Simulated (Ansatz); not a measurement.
## Four-centre ligand exchange

Start structure (CH₈GaN, singlet), relaxed at PBE0-D4/def2-TZVP:

Ga1  (0.625, -0.643, 0.371)
C2  (1.142, 0.812, -0.882)
H3  (0.528, -2.123, -0.194)
H4  (0.979, -0.473, 1.909)
H5  (-1.676, 0.665, 0.895)
N6  (-1.499, -0.262, 0.527)
H7  (0.633, 0.724, -1.846)
H8  (0.929, 1.803, -0.470)
H9  (2.216, 0.772, -1.081)
H10  (-1.928, -0.937, 1.149)
H11  (-1.949, -0.336, -0.378)
(Å)

The step: CH₅Ga ([CH3][GaH2]) + NH₃ → GaNH₄ ([NH2][GaH2]) + CH₄; bonds formed: C2–H5; dative contacts that become bonds: Ga1–N6; bonds broken: Ga1–C2, H5–N6. Ansatz 0.2.0; basis: def2-TZVPP and def2-QZVPP; cores frozen in the correlated methods. Filled d shells of the heavier atoms are correlated. The def2 sets are not built for correlating such inner shells, so the correlated values are less sure here. Extrapolation: Hartree–Fock as exp(−7.88 √X), correlation as X^−2.97. Energies below are by CCSD(T) at an estimated basis limit (MP2 extrapolated from triple and quadruple zeta, plus CCSD(T) − MP2 in triple zeta).

Problem. What are the electronic barrier and the energy of the step, from the start structure to the end structure? (Judge from chemistry; the value comes from the calculation.)

Solution. Computed: Barrier 163.2 kJ/mol; step energy 15.1 kJ/mol (uphill); reverse barrier, their difference, 148.2 kJ/mol. Barrier and step energy count from the start structure, the reverse barrier from the end structure.

The saddle point: One imaginary mode of 1511i cm⁻¹.
| pair | start (Å) | saddle (Å) | end (Å) |
| --- | --- | --- | --- |
| Ga1–N6 | 2.16 | 1.99 | 1.82 |
| C2–H5 | 3.33 | 1.41 | 1.09 |
| Ga1–C2 | 1.99 | 2.24 | 3.40 |
| H5–N6 | 1.01 | 1.35 | 3.19 |

Zero-point energy (harmonic, PBE0-D4): ZPE is 230.5 kJ/mol at the start and 215.6 kJ/mol at the saddle, so the barrier goes from 163.2 to 148.3 kJ/mol.

First-order rate constant out of the start structure at 698 K by transition-state theory, with harmonic vibrational free energies alone and no tunnelling: ΔA‡ = 160.6 kJ/mol, so k = (kB T/h) exp(−ΔA‡/kB T) ≈ 10^1 s⁻¹ (an order of magnitude at best: rotation, the number of equivalent paths and anharmonicity are left out).

No T1 diagnostic of these runs exceeds 0.014.

The step is the kind of exchange with an N–H group that builds nitride films in atomic layer and chemical vapour deposition.

Labels in which every atom is bracketed show which atoms are joined, not bond orders.

For scale, one of the runs: CCSD(T)/def2-TZVPP, 222 basis functions, launched by `ansatz run in.yaml --threads 4 --pin off --events-out ev --progress --plain --max-ram 9574MiB`. Time: 3 min of wall clock on 4 CPU threads of an AMD EPYC; the host was shared. Peak host memory: 3.5 GiB.
